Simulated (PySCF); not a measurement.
**Magnetisability: `C#C/C=C/[C@H](C)Br`, C$_{6}$H$_{7}$Br**

Geometry:
```json
{"atom": "C1", "x (Å)": "3.535", "y (Å)": "-0.987", "z (Å)": "0.255"}
{"atom": "C2", "x (Å)": "2.435", "y (Å)": "-0.534", "z (Å)": "0.424"}
{"atom": "C3", "x (Å)": "1.148", "y (Å)": "-0.006", "z (Å)": "0.639"}
{"atom": "C4", "x (Å)": "0.242", "y (Å)": "0.126", "z (Å)": "-0.331"}
{"atom": "C5", "x (Å)": "-1.116", "y (Å)": "0.671", "z (Å)": "-0.107"}
{"atom": "C6", "x (Å)": "-2.209", "y (Å)": "-0.180", "z (Å)": "-0.723"}
{"atom": "Br7", "x (Å)": "-1.198", "y (Å)": "2.502", "z (Å)": "-0.933"}
{"atom": "H8", "x (Å)": "4.495", "y (Å)": "-1.382", "z (Å)": "0.105"}
{"atom": "H9", "x (Å)": "0.923", "y (Å)": "0.286", "z (Å)": "1.658"}
{"atom": "H10", "x (Å)": "0.484", "y (Å)": "-0.157", "z (Å)": "-1.347"}
{"atom": "H11", "x (Å)": "-1.304", "y (Å)": "0.855", "z (Å)": "0.952"}
{"atom": "H12", "x (Å)": "-2.199", "y (Å)": "-1.166", "z (Å)": "-0.260"}
{"atom": "H13", "x (Å)": "-3.187", "y (Å)": "0.271", "z (Å)": "-0.564"}
{"atom": "H14", "x (Å)": "-2.051", "y (Å)": "-0.297", "z (Å)": "-1.793"}
```

Level of theory: PySCF 2.14.0, GIAO PBE/pcSseg-1 magnetisability, rotational g tensor and spin-rotation constants, non-relativistic, gas phase. Geometry: GFN2-xTB.

The calculation is non-relativistic, which matters for the atoms heavier than Zn.

Q: What are the magnetisability and the molar susceptibility?

A: Isotropic -1371 × 10⁻³⁰ J/T², or -82.6 × 10⁻⁶ cm³/mol; principal values -1533, -1387, -1194 × 10⁻³⁰ J/T², anisotropy 294 × 10⁻³⁰ J/T² (root of half the summed squared differences of the principal values). The susceptibility is in cgs units.

Q: Split it along the inertial axes a, b, c into diamagnetic and paramagnetic parts about the centre of mass, with the quadrupole moment.

A: 
```
axis  χ (10⁻⁶ cm³/mol)  diamagnetic (10⁻⁶ cm³/mol)  paramagnetic (10⁻⁶ cm³/mol)  summed x² of all electrons (Å²)  quadrupole Θ (D Å)
   a             -86.0                      -447.9                        361.9                            356.4               +0.76
   b             -89.7                     -1614.4                       1524.7                             81.4               -1.19
   c             -72.1                     -1857.5                       1785.5                             24.1               +0.43
```
Anisotropies 2χaa − χbb − χcc = -10.2 and 2χbb − χaa − χcc = -21.3 × 10⁻⁶ cm³/mol. Θ is traceless in Buckingham's convention.

Q: And the rotational g tensor?

A: 
```
axis  rotational constant (GHz)        g  nuclear part  electronic part
   a                     3.6398  -0.0151        0.6037          -0.6188
   b                     0.7293  -0.0014        0.5210          -0.5224
   c                     0.6341  -0.0067        0.5251          -0.5319
```
Asymmetric top; isotopes 79Br, 12C, 1H; no vibrational averaging.
